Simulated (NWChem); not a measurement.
System: C2H2BrF; SMILES C=C(F)Br

NWChem input:

```
start job
memory heap 200 mb stack 900 mb global 1100 mb
geometry units angstroms noautosym nocenter noautoz
  C     -1.210565     1.633514     0.000000
  C     -0.077866     0.942427     0.000000
  F      1.111551     1.511021     0.000000
  Br     0.030446    -0.931338     0.000000
  H     -2.174056     1.127657     0.000000
  H     -1.165198     2.724322     0.000000
end
basis spherical
  * library def2-tzvp
end
dft
  xc hfexch
  iterations 150
end
property
  efieldgrad
end
task dft property
```

Excerpt of the output:

```
             Northwest Computational Chemistry Package (NWChem) 7.3.0
             --------------------------------------------------------

                             Geometry "geometry" -> ""
                             -------------------------

 Output coordinates in angstroms (scale by  1.889725989 to convert to a.u.)

  No.       Tag          Charge          X              Y              Z
 ---- ---------------- ---------- -------------- -------------- --------------
    1 C                    6.0000    -1.21056500     1.63351400     0.00000000
    2 C                    6.0000    -0.07786600     0.94242700     0.00000000
    3 F                    9.0000     1.11155100     1.51102100     0.00000000
    4 Br                  35.0000     0.03044600    -0.93133800     0.00000000
    5 H                    1.0000    -2.17405600     1.12765700     0.00000000
    6 H                    1.0000    -1.16519800     2.72432200     0.00000000

 Effective nuclear repulsion energy (a.u.)     232.3172849777

  xc_inp: hfexch multiplicative factor not found.
                              NWChem Property Module
                              ----------------------

  itol2e modified to match energy
  convergence criterion.

                                 NWChem DFT Module
                                 -----------------

 Summary of "ao basis" -> "ao basis" (spherical)
 ------------------------------------------------------------------------------
       Tag                 Description            Shells   Functions and Types
 ---------------- ------------------------------  ------  ---------------------
 C                         def2-tzvp                11       31   5s3p2d1f
 F                         def2-tzvp                11       31   5s3p2d1f
 Br                        def2-tzvp                16       48   6s5p4d1f
 H                         def2-tzvp                 4        6   3s1p

  itol2e modified to match energy
  convergence criterion.

            General Information
            -------------------
          SCF calculation type: DFT
          Wavefunction type:  closed shell.
          No. of atoms     :     6
          No. of electrons :    58
           Alpha electrons :    29
            Beta electrons :    29
          Charge           :     0
          Spin multiplicity:     1
          Use of symmetry is: off; symmetry adaption is: off
          Maximum number of iterations: 150
          AO basis - number of functions:   153
                     number of shells:    57
          Convergence on energy requested:  1.00D-07
          Convergence on density requested:  1.00D-05
          Convergence on gradient requested:  5.00D-04

              XC Information
              --------------
                     Hartree-Fock (Exact) Exchange  1.000

      Superposition of Atomic Density Guess
      -------------------------------------

 Sum of atomic energies:       -2748.15935325

      Non-variational initial energy
      ------------------------------

 Total energy =   -2749.674289
 1-e energy   =   -4285.958958
 2-e energy   =    1303.967384
 HOMO         =      -0.278709
 LUMO         =       0.053983

   convergence    iter        energy       DeltaE   RMS-Dens  Diis-err
 ---------------- ----- ----------------- --------- --------- ---------
 d= 0,ls=0.0,diis     1  -2748.7064775451 -2.98D+03  3.65D-03  6.02D-01
 d= 0,ls=0.0,diis     2  -2748.7586947105 -5.22D-02  1.40D-03  2.75D-01
 d= 0,ls=0.0,diis     3  -2748.7861424196 -2.74D-02  4.91D-04  5.39D-03
 d= 0,ls=0.0,diis     4  -2748.7877541989 -1.61D-03  1.57D-04  4.66D-04
 d= 0,ls=0.0,diis     5  -2748.7878892308 -1.35D-04  6.81D-05  6.66D-05
  Resetting Diis
 d= 0,ls=0.0,diis     6  -2748.7879091906 -2.00D-05  3.19D-05  9.45D-06
 d= 0,ls=0.0,diis     7  -2748.7879122119 -3.02D-06  5.38D-06  6.09D-07
 d= 0,ls=0.0,diis     8  -2748.7879123683 -1.56D-07  2.68D-06  1.36D-07
 d= 0,ls=0.0,diis     9  -2748.7879124127 -4.44D-08  2.57D-06  6.28D-08

         Total DFT energy =    -2748.787912412740
      One electron energy =    -4287.525809005273
           Coulomb energy =     1417.224181670259
    Exchange-Corr. energy =     -110.803570055457
 Nuclear repulsion energy =      232.317284977730

 Numeric. integr. density =        0.000000000000

                       DFT Final Molecular Orbital Analysis
                       ------------------------------------

 Vector   27  Occ=2.000000D+00  E=-4.781121D-01
              MO Center= -8.7D-02, -1.2D-01,  1.1D-14, r^2= 2.5D+00
   Bfn.  Coefficient  Atom+Function         Bfn.  Coefficient  Atom+Function
  ----- ------------  ---------------      ----- ------------  ---------------
   111      0.431388  4 Br pz               105     -0.279365  4 Br pz
   108      0.245957  4 Br pz               114      0.214991  4 Br pz
    42      0.173143  2 C  pz                39      0.166885  2 C  pz
    70     -0.144481  3 F  pz                 8      0.128196  1 C  pz
    11      0.127549  1 C  pz                73     -0.126405  3 F  pz

 Vector   28  Occ=2.000000D+00  E=-4.386063D-01
              MO Center=  1.5D-02, -8.4D-01, -8.1D-15, r^2= 1.7D+00
   Bfn.  Coefficient  Atom+Function         Bfn.  Coefficient  Atom+Function
  ----- ------------  ---------------      ----- ------------  ---------------
   109      0.545141  4 Br px               103     -0.351412  4 Br px
   106      0.312498  4 Br px               112      0.303996  4 Br px
   100      0.106731  4 Br px                69      0.061242  3 F  py
    72      0.055318  3 F  py                 7     -0.052793  1 C  py
    35      0.045648  2 C  s                149     -0.041354  6 H  s

 Vector   29  Occ=2.000000D+00  E=-3.735193D-01
              MO Center= -4.6D-01,  5.9D-01,  8.6D-15, r^2= 3.0D+00
   Bfn.  Coefficient  Atom+Function         Bfn.  Coefficient  Atom+Function
  ----- ------------  ---------------      ----- ------------  ---------------
   111      0.333162  4 Br pz                 8     -0.249995  1 C  pz
    11     -0.247756  1 C  pz               114      0.223552  4 Br pz
    42     -0.215816  2 C  pz               105     -0.213615  4 Br pz
    39     -0.211646  2 C  pz               108      0.192633  4 Br pz
    14     -0.176514  1 C  pz                70      0.108070  3 F  pz

 Vector   30  Occ=0.000000D+00  E= 1.335352D-01
              MO Center= -7.5D-01,  1.2D+00, -6.9D-12, r^2= 3.4D+00
   Bfn.  Coefficient  Atom+Function         Bfn.  Coefficient  Atom+Function
  ----- ------------  ---------------      ----- ------------  ---------------
    14      0.888334  1 C  pz                45     -0.795883  2 C  pz
    42     -0.324609  2 C  pz               114      0.312282  4 Br pz
    39     -0.297941  2 C  pz                 8      0.216605  1 C  pz
    76      0.209701  3 F  pz                11      0.142803  1 C  pz
    70      0.110578  3 F  pz               131     -0.085500  4 Br d -1

 Vector   31  Occ=0.000000D+00  E= 1.405831D-01
              MO Center= -1.7D-01, -4.5D-01,  3.1D-12, r^2= 5.3D+00
   Bfn.  Coefficient  Atom+Function         Bfn.  Coefficient  Atom+Function
  ----- ------------  ---------------      ----- ------------  ---------------
    36      1.989047  2 C  s                  5     -1.336182  1 C  s
   150      1.054307  6 H  s                113     -1.013445  4 Br py
    12     -0.825499  1 C  px                35      0.710670  2 C  s
    99     -0.699667  4 Br s                144     -0.695327  5 H  s
     4     -0.419018  1 C  s                 43     -0.337712  2 C  px

 Vector   32  Occ=0.000000D+00  E= 1.727290D-01
              MO Center= -1.9D+00,  1.3D+00,  4.1D-12, r^2= 5.7D+00
   Bfn.  Coefficient  Atom+Function         Bfn.  Coefficient  Atom+Function
  ----- ------------  ---------------      ----- ------------  ---------------
   144      2.534744  5 H  s                  5     -2.102239  1 C  s
   150      1.294817  6 H  s                  4     -0.856316  1 C  s
    12      0.838182  1 C  px                36      0.744859  2 C  s
    35      0.741075  2 C  s                 99     -0.616147  4 Br s
    67     -0.518020  3 F  s                  9     -0.455382  1 C  px

     Multipole analysis of the density
     ---------------------------------

     L   x y z        total         alpha         beta         nuclear
     -   - - -        -----         -----         ----         -------
     0   0 0 0     -0.000000    -29.000000    -29.000000     58.000000

     1   1 0 0     -0.551733     -0.275610     -0.275610     -0.000512
     1   0 1 0      0.197370     -0.194208     -0.194208      0.585785
     1   0 0 1      0.000000      0.000000      0.000000      0.000000

     2   2 0 0    -25.705634    -59.394042    -59.394042     93.082450
     2   1 1 0     -1.900339      5.847998      5.847998    -13.596336
     2   1 0 1     -0.000000     -0.000000     -0.000000      0.000000
     2   0 2 0    -24.233699   -156.637978   -156.637978    289.042257
     2   0 1 1     -0.000000     -0.000000     -0.000000      0.000000
     2   0 0 2    -27.343473    -13.671737    -13.671737      0.000000

          -----------------------
          Electric field gradient
          -----------------------

 1 a.u. = 0.324123 10**(16) esu/cm**3  ( or statvolts/cm**2 ) = 0.97174 10**(22) v/m**2

 ------------------------------------------------------------
   Atom      X         Y         Z
 ------------------------------------------------------------
    1 C   -2.28764   3.08689   0.00000
 ------------------------------------------------------------

 Electric field gradient in molecular frame (a.u.)
         XX             YY             ZZ             XY             XZ             YZ
 ------------------------------------------------------------------------------------------
        0.144119       0.112928      -0.257047      -0.002069       0.000000       0.000000

 Principal components (a.u.) and orientation
 of principal axis w.r.t. absolute frame                      Asymmetry parameter eta
 --------------------------------------------------------------------------------------
       -0.257047       0.144255       0.112791                       0.122406

        0.000000       0.997826       0.065898
        0.000000      -0.065898       0.997826
        1.000000       0.000000       0.000000

 ------------------------------------------------------------
   Atom      X         Y         Z
 ------------------------------------------------------------
    2 C   -0.14715   1.78093   0.00000
 ------------------------------------------------------------

 Electric field gradient in molecular frame (a.u.)
         XX             YY             ZZ             XY             XZ             YZ
 ------------------------------------------------------------------------------------------
        0.085940      -0.106273       0.020333      -0.339402       0.000000       0.000000

 Principal components (a.u.) and orientation
 of principal axis w.r.t. absolute frame                      Asymmetry parameter eta
 --------------------------------------------------------------------------------------
       -0.362914       0.342580       0.020333                       0.887944

        0.603137       0.797638       0.000000
        0.797638      -0.603137       0.000000
        0.000000       0.000000       1.000000

 ------------------------------------------------------------
   Atom      X         Y         Z
 ------------------------------------------------------------
    3 F    2.10053   2.85542   0.00000
 ------------------------------------------------------------

 Electric field gradient in molecular frame (a.u.)
         XX             YY             ZZ             XY             XZ             YZ
 ------------------------------------------------------------------------------------------
       -2.100858       0.732250       1.368608      -1.856825       0.000000      -0.000000

 Principal components (a.u.) and orientation
 of principal axis w.r.t. absolute frame                      Asymmetry parameter eta
 --------------------------------------------------------------------------------------
       -3.019775       1.651167       1.368608                       0.093570

        0.896253      -0.443543       0.000000
        0.443543       0.896253       0.000000
        0.000000       0.000000       1.000000

 ------------------------------------------------------------
   Atom      X         Y         Z
 ------------------------------------------------------------
    4 Br   0.05753  -1.75997   0.00000
 ------------------------------------------------------------

 Electric field gradient in molecular frame (a.u.)
         XX             YY             ZZ             XY             XZ             YZ
 ------------------------------------------------------------------------------------------
        3.914274      -7.523285       3.609011       0.663038      -0.000000      -0.000000

 Principal components (a.u.) and orientation
 of principal axis w.r.t. absolute frame                      Asymmetry parameter eta
 --------------------------------------------------------------------------------------
       -7.561593       3.952583       3.609011                       0.045436

       -0.057681       0.998335       0.000000
        0.998335       0.057681       0.000000
        0.000000      -0.000000       1.000000

 ------------------------------------------------------------
   Atom      X         Y         Z
 ------------------------------------------------------------
    5 H   -4.10837   2.13096   0.00000
 ------------------------------------------------------------

 Electric field gradient in molecular frame (a.u.)
         XX             YY             ZZ             XY             XZ             YZ
 ------------------------------------------------------------------------------------------
       -0.209519       0.046491       0.163029      -0.183010      -0.000000      -0.000000

 Principal components (a.u.) and orientation
 of principal axis w.r.t. absolute frame                      Asymmetry parameter eta
 --------------------------------------------------------------------------------------
       -0.304848       0.163029       0.141819                       0.069575

        0.886892       0.000000      -0.461976
        0.461976       0.000000       0.886892
        0.000000       1.000000       0.000000

 ------------------------------------------------------------
   Atom      X         Y         Z
 ------------------------------------------------------------
    6 H   -2.20190   5.14822   0.00000
 ------------------------------------------------------------

 Electric field gradient in molecular frame (a.u.)
         XX             YY             ZZ             XY             XZ             YZ
 ------------------------------------------------------------------------------------------
        0.140297      -0.300702       0.160406      -0.016075       0.000000      -0.000000

 Principal components (a.u.) and orientation
 of principal axis w.r.t. absolute frame                      Asymmetry parameter eta
 --------------------------------------------------------------------------------------
       -0.301287       0.160406       0.140882                       0.064802

        0.036380       0.000000       0.999338
        0.999338       0.000000      -0.036380
        0.000000       1.000000       0.000000
```

Level: Hartree-Fock/def2-TZVP. Coordinates come from a PBE0/def2-SVP optimisation. NWChem prints the field gradient with the sign opposite to the second derivative of the potential.
